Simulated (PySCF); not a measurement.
HO$_{3}$S (SMILES O=S(=O)=[OH+]), charge +1, singlet, geometry from GFN2-xTB, with bond 3-2 at 3.0 times its length; PBE0/STO-3G run with PySCF.

PySCF was given this input:
```python
from pyscf import gto, scf, dft

mol = gto.M(
    atom='''
O    -0.61319824    1.18992875   -0.52105989
S    -0.12090200   -0.00478382   -0.00062349
O    -2.14995842   -3.35874179    1.38525534
O     1.39317081   -0.12325721    0.08327097
H     2.07268455    0.52532719   -0.17840183
''',
    basis='sto-3g',
    charge=1,
    verbose=4,
)

mf = dft.RKS(mol)
mf.xc = 'pbe0'
mf.kernel()
mo_i, mo_e, stable_i, stable_e = mf.stability(internal=True, external=True, return_status=True, nroots=6, tol=1e-6)
print('internally stable:', stable_i, ' externally stable:', stable_e)
if not stable_e:
    umf = mf.to_uhf() if not hasattr(mf, 'xc') else mf.to_uks()
    umf.scf_summary = {}
    umf.kernel(umf.make_rdm1(mo_e, umf.mo_occ))
mf.analyze()
```

Output, abridged:

```
PySCF version 2.14.0

[INPUT] verbose = 4
[INPUT] num. atoms = 5
[INPUT] num. electrons = 40
[INPUT] charge = 1
[INPUT] spin (= nelec alpha-beta = 2S) = 0
[INPUT] symmetry False subgroup None
[INPUT] Mole.unit = angstrom
[INPUT] Symbol           X                Y                Z      unit          X                Y                Z       unit  Magmom
[...]
nuclear repulsion = 146.823063375736
number of shells = 15
number of NR pGTOs = 75
number of NR cGTOs = 25
basis = sto-3g
ecp = {}

******** <class 'pyscf.dft.rks.RKS'> ********
method = RKS
initial guess = minao
damping factor = 0
level_shift factor = 0
DIIS = <class 'pyscf.scf.diis.CDIIS'>
diis_start_cycle = 1
diis_space = 8
diis_damp = 0
SCF conv_tol = 1e-09
SCF conv_tol_grad = None
SCF max_cycles = 50
direct_scf = True
direct_scf_tol = 1e-13
XC library pyscf.dft.libxc version 7.1.2
    S. Lehtola, C. Steigemann, M. J. T. Oliveira, and M. A. L. Marques,  SoftwareX 7, 1–5 (2018)
XC functionals = pbe0
    C. Adamo and V. Barone,  J. Chem. Phys. 110, 6158 (1999)
    M. Ernzerhof and G. E. Scuseria,  J. Chem. Phys. 110, 5029 (1999)
radial grids:
    Treutler-Ahlrichs [JCP 102, 346 (1995); DOI:10.1063/1.469408] (M4) radial grids

becke partition: Becke, JCP 88, 2547 (1988); DOI:10.1063/1.454033
pruning grids: <function nwchem_prune>
grids dens level: 3
symmetrized grids: False
atomic radii adjust function: <function treutler_atomic_radii_adjust>
small_rho_cutoff = 0
Set gradient conv threshold to 3.16228e-05
Initial guess from minao.
tot grids = 70936
init E= -616.824958872724

cycle= 1 E= -615.691340750192  delta_E= 1.13  |g|= 0.757  |ddm|= 3.59
cycle= 2 E= -615.03244355286  delta_E= 0.659  |g|= 1.78  |ddm|=    3
cycle= 3 E= -614.181980635057  delta_E= 0.85  |g|= 0.542  |ddm|= 3.66
cycle= 4 E= -612.822838828945  delta_E= 1.36  |g|= 1.42  |ddm|= 4.49
cycle= 5 E= -613.019896942707  delta_E= -0.197  |g|= 1.21  |ddm|=  0.3
cycle= 6 E= -615.891424203147  delta_E= -2.87  |g|= 0.237  |ddm|= 3.02
cycle= 7 E= -614.256560083792  delta_E= 1.63  |g|= 0.331  |ddm|= 3.36
cycle= 8 E= -615.902612426359  delta_E= -1.65  |g|= 0.138  |ddm|= 3.37
cycle= 9 E= -614.248537383993  delta_E= 1.65  |g|= 0.366  |ddm|= 3.37
cycle= 10 E= -614.248178370962  delta_E= 0.000359  |g|= 0.367  |ddm|= 0.0313
cycle= 11 E= -614.247640737194  delta_E= 0.000538  |g|= 0.365  |ddm|= 2.03
cycle= 12 E= -614.241844157393  delta_E= 0.0058  |g|= 0.385  |ddm|=  1.9
cycle= 13 E= -608.376081377113  delta_E= 5.87  |g|= 0.623  |ddm|= 5.26
cycle= 14 E= -608.377041242035  delta_E= -0.00096  |g|= 0.622  |ddm|= 0.00883
cycle= 15 E= -613.066531468725  delta_E= -4.69  |g|= 1.15  |ddm|= 6.99
cycle= 16 E= -613.080844717415  delta_E= -0.0143  |g|= 1.13  |ddm|= 0.0518
cycle= 17 E= -612.59860293108  delta_E= 0.482  |g|= 1.59  |ddm|= 0.761
cycle= 18 E= -612.535708519318  delta_E= 0.0629  |g|= 1.63  |ddm|= 0.0951
cycle= 19 E= -612.977314827722  delta_E= -0.442  |g|= 1.24  |ddm|= 0.618

cycle= 20 E= -615.880156875901  delta_E= -2.9  |g|= 0.285  |ddm|= 3.11
cycle= 21 E= -614.237441906915  delta_E= 1.64  |g|= 0.393  |ddm|= 3.41
cycle= 22 E= -615.890690219656  delta_E= -1.65  |g|= 0.238  |ddm|= 3.38
cycle= 23 E= -613.073280945862  delta_E= 2.82  |g|= 1.15  |ddm|= 3.06
cycle= 24 E= -615.897204022941  delta_E= -2.82  |g|= 0.188  |ddm|= 3.05
cycle= 25 E= -615.905076502308  delta_E= -0.00787  |g|= 0.103  |ddm|= 0.134
cycle= 26 E= -614.244384646652  delta_E= 1.66  |g|= 0.378  |ddm|= 3.37
cycle= 27 E= -614.242297479733  delta_E= 0.00209  |g|= 0.376  |ddm|= 2.83

cycle= 28 E= -614.242023259937  delta_E= 0.000274  |g|= 0.376  |ddm|= 0.356
cycle= 29 E= -614.244853139837  delta_E= -0.00283  |g|= 0.372  |ddm|= 2.27
cycle= 30 E= -614.242911513285  delta_E= 0.00194  |g|= 0.374  |ddm|= 2.55
cycle= 31 E= -614.246298498935  delta_E= -0.00339  |g|= 0.365  |ddm|= 0.216
cycle= 32 E= -614.239123042469  delta_E= 0.00718  |g|= 0.387  |ddm|= 0.356
cycle= 33 E= -613.101149840221  delta_E= 1.14  |g|=  1.1  |ddm|= 4.52
[...]
SCF not converged.
<class 'pyscf.dft.rks.RKS'> wavefunction has an internal instability
<class 'pyscf.dft.rks.RKS'> wavefunction has an real -> complex instability
<class 'pyscf.dft.rks.RKS'> wavefunction has an RHF/RKS -> UHF/UKS instability
internally stable: False  externally stable: False
[...]
cycle= 10 E= -608.96160998899  delta_E= 1.01  |g|= 2.15  |ddm|= 0.647
cycle= 11 E= -597.221933161854  delta_E= 11.7  |g|= 0.439  |ddm|= 6.29
cycle= 12 E= -608.014149982153  delta_E= -10.8  |g|=  2.2  |ddm|= 6.29
cycle= 13 E= -608.065892441423  delta_E= -0.0517  |g|=  2.2  |ddm|= 0.0331
cycle= 14 E= -608.065826813973  delta_E= 6.56e-05  |g|=  2.2  |ddm|= 0.0125
cycle= 15 E= -608.054975329427  delta_E= 0.0109  |g|=  2.2  |ddm|= 0.0152
cycle= 16 E= -608.080357547424  delta_E= -0.0254  |g|=  2.2  |ddm|= 0.0284
cycle= 17 E= -608.139791354216  delta_E= -0.0594  |g|=  2.2  |ddm|= 0.0499
cycle= 18 E= -608.155835209215  delta_E= -0.016  |g|=  2.2  |ddm|= 0.0376
cycle= 19 E= -608.126300769684  delta_E= 0.0295  |g|= 2.21  |ddm|= 0.0194
cycle= 20 E= -597.000000672312  delta_E= 11.1  |g|=  0.6  |ddm|=  6.4
cycle= 21 E= -608.345806016287  delta_E= -11.3  |g|= 2.18  |ddm|= 6.47
cycle= 22 E= -608.460221894121  delta_E= -0.114  |g|= 2.16  |ddm|= 0.0762
cycle= 23 E= -608.378312566135  delta_E= 0.0819  |g|= 2.17  |ddm|= 0.0568
cycle= 24 E= -608.364514148651  delta_E= 0.0138  |g|= 2.18  |ddm|= 0.0172
cycle= 25 E= -608.124357911887  delta_E= 0.24  |g|= 2.18  |ddm|= 0.168
cycle= 26 E= -608.241773343343  delta_E= -0.117  |g|= 2.19  |ddm|= 0.106
cycle= 27 E= -608.288481114599  delta_E= -0.0467  |g|= 2.17  |ddm|= 0.0697
cycle= 28 E= -608.405691203338  delta_E= -0.117  |g|= 2.17  |ddm|= 0.0899
cycle= 29 E= -596.987818536862  delta_E= 11.4  |g|= 0.609  |ddm|= 6.46
cycle= 30 E= -608.518700945114  delta_E= -11.5  |g|= 2.16  |ddm|= 6.47
cycle= 31 E= -608.502205129547  delta_E= 0.0165  |g|= 2.16  |ddm|= 0.0492
cycle= 32 E= -608.474865840936  delta_E= 0.0273  |g|= 2.15  |ddm|= 0.0784
cycle= 33 E= -608.454406720305  delta_E= 0.0205  |g|= 2.15  |ddm|= 0.0172
cycle= 34 E= -608.461048459183  delta_E= -0.00664  |g|= 2.16  |ddm|= 0.0644
cycle= 35 E= -608.459299284624  delta_E= 0.00175  |g|= 2.16  |ddm|= 0.0569
cycle= 36 E= -608.4648778398  delta_E= -0.00558  |g|= 2.15  |ddm|= 0.0347
cycle= 37 E= -608.437066012969  delta_E= 0.0278  |g|= 2.15  |ddm|= 0.0438
cycle= 38 E= -596.981792386197  delta_E= 11.5  |g|= 0.612  |ddm|= 6.49
cycle= 39 E= -608.416720353581  delta_E= -11.4  |g|= 2.15  |ddm|= 6.49
cycle= 40 E= -608.369981906537  delta_E= 0.0467  |g|= 2.16  |ddm|= 0.0375
cycle= 41 E= -608.363906396267  delta_E= 0.00608  |g|= 2.15  |ddm|= 0.0452
cycle= 42 E= -608.40564512097  delta_E= -0.0417  |g|= 2.15  |ddm|= 0.0404
cycle= 43 E= -608.391325870594  delta_E= 0.0143  |g|= 2.15  |ddm|= 0.0344
cycle= 44 E= -608.396226805774  delta_E= -0.0049  |g|= 2.15  |ddm|= 0.0119
cycle= 45 E= -608.353951293787  delta_E= 0.0423  |g|= 2.16  |ddm|= 0.0496
cycle= 46 E= -608.340585230639  delta_E= 0.0134  |g|= 2.16  |ddm|= 0.0399
cycle= 47 E= -596.993384663291  delta_E= 11.3  |g|= 0.603  |ddm|= 6.49
cycle= 48 E= -608.322024012369  delta_E= -11.3  |g|= 2.17  |ddm|= 6.46
cycle= 49 E= -608.371183820376  delta_E= -0.0492  |g|= 2.17  |ddm|= 0.11
cycle= 50 E= -608.402479982122  delta_E= -0.0313  |g|= 2.16  |ddm|= 0.0608
SCF not converged.
SCF energy = -608.402479982122 after 50 cycles  <S^2> = 0.0019711146  2S+1 = 1.0039345
**** SCF Summaries ****
Total Energy =                        -614.455465632259006
Nuclear Repulsion Energy =             146.823063375736496
One-electron Energy =                -1142.330206766388073
Two-electron Energy =                  381.051677758392543
Two-electron Coulomb Energy =          432.309319564321299
DFT Exchange-Correlation Energy =      -51.257641805928728
**** MO energy ****
[...]
 ** Mulliken pop on meta-lowdin orthogonal AOs  **
 ** Mulliken pop  **
[...]
 ** Mulliken atomic charges  **
charge of    0O =     -0.89179
charge of    1S =      0.24394
charge of    2O =      1.87740
charge of    3O =     -0.49305
charge of    4H =      0.26349

WARN: System has nonzero charge 1; the dipole moment is origin-dependent.
Location of origin: [0. 0. 0.]

Dipole moment(X, Y, Z, Debye): -16.49597, -32.74259, 13.60156
```

Convergence was not reached.
